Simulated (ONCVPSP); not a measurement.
## Potentials for manganese compared

Generated with ld1.x 7.5 (TM, RRKJ, ultrasoft, PAW), atompaw 4.2 or ONCVPSP 4.0.1. The cutoff is in Ry: for ld1.x and atompaw files where the sum of valence levels is converged to 10 mRy in a Bessel basis, for ONCV files where the hardest occupied wave has 1 mHa per electron of residual kinetic energy. The error is the largest all-electron minus pseudo excitation energy over each file’s own four to seven test configurations (ionisations up to +4, promotions, holes and added fractions of an electron), all of which were solved. The labels leave out finer settings (local radius, basis sizes, second energies), which also bear on the numbers. Spin-polarised tests are not counted. The rows are a selection from randomly drawn settings: files with unsolved tests, undetermined cutoffs or missed reference levels are left out.

A true bound ghost makes a file unfit for plane-wave use even where its test errors are small: the radial tests pick states by their node count and pass the ghost by.

```csv
potential,cutoff (Ry),largest error (meV),bound ghosts
"ONCV, LDA (Perdew-Wang 92), scalar-relativistic, rc 1.25/1.15/1.15 (spd), local d, core correction yes, reference 3s2 3p6 3d5 4s1, qcut 8.9/10.6/15, projectors 2/1/0",152,-12,none
"ONCV, PBEsol, scalar-relativistic, rc 2.75/1.40/0.95/2.95 (spdf), local smoothed, core correction yes, reference 3p6 3d5 4s1 4p1, qcut 2.7/8.9/10.7/4.2, projectors 2/2/2/1",272,-13,s
"ONCV, PBE, scalar-relativistic, rc 1.70/0.80/1.45 (spd), local smoothed, core correction yes, reference 3s2 3p6 3d5 4s2, qcut 6.1/12.2/8.5, projectors 2/2/3",120,+20,none
"ONCV, LDA (Perdew-Wang 92), scalar-relativistic, rc 1.65/1.15/1.70/1.55 (spdf), local smoothed, core correction yes, reference 3s2 3p6 3d5 4s1, qcut 7.1/10.2/9.7/6.7, projectors 2/2/2/2",69,+522,none
"ONCV, LDA (Perdew-Zunger), scalar-relativistic, rc 1.65/1.40/1.55 (spd), local smoothed, core correction no, reference 3s2 3p6 3d5 4s1.75 4p0.25, qcut 8.4/8.2/8.8, projectors 2/2/3",68,-101,none
```

(1) Fill in the row for Mn: ONCV, PBE, scalar-relativistic, rc 1.35/1.15/2.00/1.90 (spdf), local smoothed, core correction no, reference 3s2 3p6 3d5.5 4s1.5, qcut 11.5/9.9/7.9/5.8, projectors 2/2/2/2.

(2) Fill in the row for Mn: ONCV, PBE, scalar-relativistic, rc 1.10/1.40/1.70 (spd), local smoothed, core correction no, reference 3s2 3p6 3d5, qcut 9.3/11.2/11.1, projectors 2/3/3.

Results:

(1) cutoff 79 Ry, largest error -299 meV, bound ghosts: none.

(2) cutoff 86 Ry, largest error -118 meV, bound ghosts: none.
